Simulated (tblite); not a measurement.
A geometry optimisation, step by step.

Compound: C7H6FS (doublet state).
Numbering: `[F:1][CH2:2][c:3]1[cH:4][cH:5][cH:6][c:7]([S:8])[cH:9]1` (hydrogens: H10, H11 on C2; H12 on C4; H13 on C5; H14 on C6; H15 on C9)
Bond orders are those of one Lewis drawing.

Computed with GFN2-xTB (tblite), gas phase: L-BFGS steps from a force-field or distance-geometry start until the largest atomic force falls under 0.01 eV/Å. 6 of its 19 geometries are shown.

Step 0: E = -706.8330 eV, largest atomic force 1.452 eV/Å
```
atom  x, y, z in Å  |  force x, y, z in eV/Å
F1     -3.003    0.608    0.167   -0.088   0.386   0.008
C2     -2.191   -0.458   -0.033    0.494  -0.683   0.443
C3     -0.718   -0.122    0.000    0.393   0.356  -0.121
C4     -0.288    1.204    0.188    0.278  -0.562   0.081
C5      1.077    1.486    0.217    0.050  -0.332  -0.160
C6      2.009    0.467    0.022    0.287   0.831   0.162
C7      1.583   -0.837   -0.178    0.761  -1.099  -0.157
S8      2.788   -2.155   -0.409   -0.970   1.066   0.174
C9      0.227   -1.139   -0.187   -0.599   0.488   0.080
H10    -2.415   -1.184    0.774   -0.001   0.149  -0.204
H11    -2.456   -0.904   -0.991   -0.100  -0.047  -0.213
H12    -1.011    1.994    0.343    0.048  -0.136  -0.061
H13     1.414    2.507    0.374   -0.063  -0.266  -0.038
H14     3.080    0.696    0.033   -0.492  -0.126  -0.004
H15    -0.101   -2.155   -0.343    0.002  -0.026   0.009
```

Step 4: E = -706.9331 eV, largest atomic force 0.194 eV/Å
```
atom  x, y, z in Å  |  force x, y, z in eV/Å
F1     -2.991    0.613    0.166    0.131   0.022  -0.003
C2     -2.175   -0.472   -0.026    0.007  -0.022  -0.003
C3     -0.709   -0.117   -0.006   -0.048  -0.054   0.006
C4     -0.278    1.191    0.195    0.020  -0.062  -0.010
C5      1.082    1.473    0.210   -0.027  -0.007   0.006
C6      2.012    0.473    0.025    0.023   0.117   0.018
C7      1.592   -0.848   -0.177   -0.157   0.110   0.031
S8      2.742   -2.104   -0.401    0.032  -0.050  -0.013
C9      0.222   -1.129   -0.187   -0.106   0.011  -0.008
H10    -2.416   -1.184    0.772    0.029  -0.009  -0.011
H11    -2.458   -0.904   -0.995    0.022  -0.010   0.003
H12    -1.002    1.979    0.339    0.021  -0.039  -0.005
H13     1.410    2.489    0.372    0.022  -0.010  -0.015
H14     3.067    0.694    0.034    0.046  -0.003   0.003
H15    -0.102   -2.147   -0.341   -0.016   0.003   0.001
```

Step 7: E = -706.9359 eV, largest atomic force 0.052 eV/Å
```
atom  x, y, z in Å  |  force x, y, z in eV/Å
F1     -2.980    0.616    0.166    0.029   0.043   0.006
C2     -2.174   -0.474   -0.027   -0.016  -0.002  -0.001
C3     -0.713   -0.119   -0.005    0.007  -0.001   0.006
C4     -0.277    1.186    0.195   -0.011   0.004  -0.005
C5      1.081    1.474    0.210   -0.002   0.025   0.010
C6      2.013    0.477    0.026   -0.001  -0.015   0.001
C7      1.584   -0.841   -0.175    0.036  -0.023  -0.006
S8      2.737   -2.101   -0.401   -0.026   0.011   0.000
C9      0.217   -1.128   -0.188    0.019  -0.021   0.000
H10    -2.414   -1.186    0.772    0.003  -0.017   0.004
H11    -2.456   -0.905   -0.995    0.001  -0.016  -0.012
H12    -1.000    1.974    0.338   -0.021   0.003   0.005
H13     1.411    2.488    0.370   -0.007   0.040  -0.004
H14     3.070    0.694    0.034    0.004  -0.005   0.003
H15    -0.104   -2.147   -0.341   -0.015  -0.025  -0.008
```

Step 11: E = -706.9364 eV, largest atomic force 0.020 eV/Å
```
atom  x, y, z in Å  |  force x, y, z in eV/Å
F1     -2.973    0.621    0.166    0.012  -0.005  -0.001
C2     -2.174   -0.474   -0.027    0.020   0.001   0.002
C3     -0.712   -0.121   -0.005    0.003   0.005  -0.001
C4     -0.278    1.186    0.195    0.003  -0.006   0.003
C5      1.081    1.476    0.211   -0.010   0.000  -0.003
C6      2.012    0.478    0.026   -0.003   0.006   0.003
C7      1.585   -0.841   -0.175   -0.005  -0.002   0.003
S8      2.735   -2.101   -0.402    0.012  -0.013  -0.005
C9      0.217   -1.131   -0.188   -0.004   0.003   0.001
H10    -2.414   -1.187    0.772   -0.007   0.015  -0.009
H11    -2.456   -0.906   -0.995   -0.004   0.012   0.012
H12    -1.002    1.973    0.338   -0.002  -0.013  -0.001
H13     1.409    2.492    0.369   -0.013  -0.005  -0.006
H14     3.070    0.693    0.035   -0.009  -0.001   0.003
H15    -0.105   -2.150   -0.342    0.008   0.003  -0.002
```

Step 14: E = -706.9365 eV, largest atomic force 0.010 eV/Å
```
atom  x, y, z in Å  |  force x, y, z in eV/Å
F1     -2.970    0.623    0.166   -0.001   0.008   0.001
C2     -2.172   -0.474   -0.027   -0.008   0.001   0.001
C3     -0.710   -0.121   -0.005   -0.006  -0.006   0.003
C4     -0.278    1.186    0.195   -0.007  -0.007  -0.001
C5      1.080    1.476    0.210   -0.003  -0.005  -0.002
C6      2.011    0.478    0.027    0.002  -0.001   0.000
C7      1.585   -0.842   -0.175    0.008  -0.005   0.002
S8      2.735   -2.102   -0.402    0.004   0.004  -0.001
C9      0.218   -1.131   -0.188    0.000   0.002  -0.002
H10    -2.414   -1.186    0.771    0.001   0.006   0.006
H11    -2.457   -0.905   -0.994    0.002   0.008  -0.005
H12    -1.004    1.971    0.338   -0.001  -0.006   0.000
H13     1.407    2.493    0.368   -0.002  -0.004  -0.004
H14     3.068    0.693    0.035    0.006   0.005   0.003
H15    -0.105   -2.150   -0.343    0.006  -0.001  -0.002
```

Step 18: E = -706.9366 eV, largest atomic force 0.010 eV/Å
```
atom  x, y, z in Å  |  force x, y, z in eV/Å
F1     -2.967    0.626    0.167   -0.003   0.002   0.001
C2     -2.173   -0.473   -0.026   -0.002   0.002   0.000
C3     -0.710   -0.123   -0.005    0.007  -0.002  -0.002
C4     -0.279    1.184    0.195    0.006   0.002   0.000
C5      1.079    1.475    0.210    0.006   0.000   0.000
C6      2.011    0.478    0.027    0.002  -0.001   0.002
C7      1.586   -0.843   -0.174   -0.005   0.008  -0.003
S8      2.737   -2.102   -0.403    0.002   0.005   0.001
C9      0.219   -1.132   -0.188    0.001  -0.008   0.003
H10    -2.416   -1.184    0.772   -0.008  -0.003   0.003
H11    -2.457   -0.903   -0.995   -0.006  -0.001  -0.001
H12    -1.006    1.968    0.338   -0.001   0.002   0.001
H13     1.405    2.493    0.366    0.001  -0.002  -0.002
H14     3.068    0.694    0.037   -0.001   0.003   0.001
H15    -0.103   -2.151   -0.344    0.002  -0.007  -0.003
```

Task: Summarise the path.

Result: The energy falls by 0.1036 eV from step 0 to step 18; nine tenths of that is first reached at step 3. It falls at every step. The largest force goes from 1.452 to 0.010 eV/Å. Among the bonds C7–S8 changes most, from 1.801 to 1.721 Å; the atoms move by 0.026 Å rms after alignment.

Task: Follow the three bonds and two angles with the largest change from start to end.

Result: 
```csv
step,E above end (eV),largest force (eV/Å),C7–S8 (Å),C3–C9 (Å),C5–C6 (Å),F1–C2–C3 (°),C3–C2–H10 (°)
0,0.1036,1.452,1.801,1.401,1.394,114.0,109.0
1,0.0382,0.981,1.761,1.390,1.384,113.4,110.1
2,0.0173,0.419,1.733,1.391,1.381,113.2,110.7
3,0.0074,0.424,1.718,1.389,1.379,113.1,110.8
4,0.0035,0.194,1.717,1.387,1.378,113.0,110.8
5,0.0018,0.098,1.720,1.385,1.377,112.8,110.8
6,0.0011,0.076,1.722,1.384,1.377,112.6,110.8
7,0.0007,0.052,1.722,1.384,1.376,112.5,110.8
8,0.0005,0.035,1.722,1.384,1.377,112.3,110.7
9,0.0004,0.028,1.721,1.384,1.377,112.2,110.7
10,0.0003,0.020,1.721,1.384,1.377,112.2,110.7
11,0.0002,0.020,1.721,1.384,1.377,112.2,110.7
12,0.0002,0.017,1.721,1.384,1.377,112.1,110.8
13,0.0001,0.013,1.721,1.384,1.377,112.1,110.8
14,0.0001,0.010,1.721,1.384,1.377,112.1,110.9
15,0.0001,0.013,1.721,1.384,1.377,112.1,110.9
16,0.0001,0.013,1.721,1.384,1.377,112.1,110.9
17,0.0000,0.014,1.721,1.384,1.378,112.1,110.8
18,0.0000,0.010,1.721,1.384,1.377,112.1,110.8
```

What follows is the cost of the whole relaxation. Hardware: one thread, Arm Neoverse V1 (aarch64) (shared host). Cost: 0.14 s of wall time.
